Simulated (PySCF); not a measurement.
**Frontier levels across methods**

C₃H₃Cl₂FSi.
Cartesian coordinates in Å at the PBE0-D3(BJ)/def2-SVP level; atoms count from 1:
```
atom  x, y, z in Å
F1    -1.4458   -0.1825   -2.0715
C2    -1.4310   -0.1538   -0.7043
C3    -1.0797    1.0853   -0.0252
C4    -0.1518    0.1524   -0.0158
Si5    1.5325   -0.4079    0.4506
Cl6    2.4720    1.1053    1.4731
Cl7    1.3266   -2.0556    1.6632
H8    -2.1536   -0.8833   -0.3142
H9    -1.3632    2.0993    0.2517
H10    2.3481   -0.7803   -0.7260
```

Basis pcSseg-1 throughout (PySCF), one geometry. The structure is a single PBE0-D3(BJ)/def2-SVP conformer in the gas phase; no vibrational or solvent corrections.

Problem. How do the orbital energies, the gap and the dipole change with the method?

Solution. 
```csv
method,kind,HOMO (eV),LUMO (eV),gap (eV),μ (D),SCF cycles
KT2,GGA,-7.18,-2.57,4.61,1.13,16
LDA,LDA,-7.26,-2.84,4.43,1.13,15
B3LYP,global hybrid,-8.29,-1.79,6.50,1.15,13
PBE0,global hybrid,-8.55,-1.63,6.92,1.18,14
BHandHLYP,global hybrid,-9.88,-0.51,9.37,1.21,13
wB97X-D,range-separated hybrid,-10.45,0.16,10.61,1.20,13
HF,Hartree–Fock,-11.43,2.16,13.59,1.32,11
```

The HOMO spans 4.25 eV, from KT2 down to HF, and the gap runs from 4.43 eV (LDA) to 13.59 eV (HF). Over the methods KT2 (0 %), LDA (0 %), B3LYP (20 %), PBE0 (25 %), BHandHLYP (50 %), HF (100 %), a straight line through the gap against the share of exact exchange rises by 0.91 eV for each 10 % (correlation coefficient 0.999). The dipole ranges from 1.13 D (KT2) to 1.32 D (HF). This basis has no diffuse functions.
